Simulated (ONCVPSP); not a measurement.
# PBE ONCV dataset for Au, scalar-relativistic all-electron reference.

gold (Au), optimised norm-conserving Vanderbilt (ONCV), made with ONCVPSP 4.0.1 (PBE, scalar-relativistic). Core [Kr] 4d10 4f14, reference 5s2 5p6 5d9 (charge +2). Waves: 5s: rc 1.35 bohr, ncon 3, nbas 8, qcut 7.6 1/bohr, 2 projectors, debl 2 Ha; 5p: rc 1.70 bohr, ncon 4, nbas 7, qcut 8.8 1/bohr, 2 projectors, debl 0.6 Ha; 5d: rc 2.30 bohr, ncon 3, nbas 7, qcut 5.5 1/bohr, 2 projectors, debl 1.2 Ha. Local part: polynomial inside 1.30 bohr (lpopt 5, dvloc0 -1 Ha). Core correction: Teter function, fcfact 4.25, rcfact 1.65.

In the s channel the program set the typed energies aside and used -4.778, 0.250 Ha. In the p channel the program set the typed energies aside and used -2.988, 0.250 Ha.

- Cutoffs needed: 24 Ha and 30 Ha (the cutoffs (Ha) at which the residual kinetic energy of the hardest occupied pseudo-wave falls to 1 and 0.1 mHa per electron)
- Ghost test: no bound ghost flagged; GHOST(+) flagged for s at 225.1 eV
- Largest excitation error: -346 meV (all-electron minus pseudo) for 5s2 5p5 5d10 6s1, out of 4 test configurations
- rms error of d²Exc/dni dnj: 8.84 mHa without and 4.13 mHa with the model core
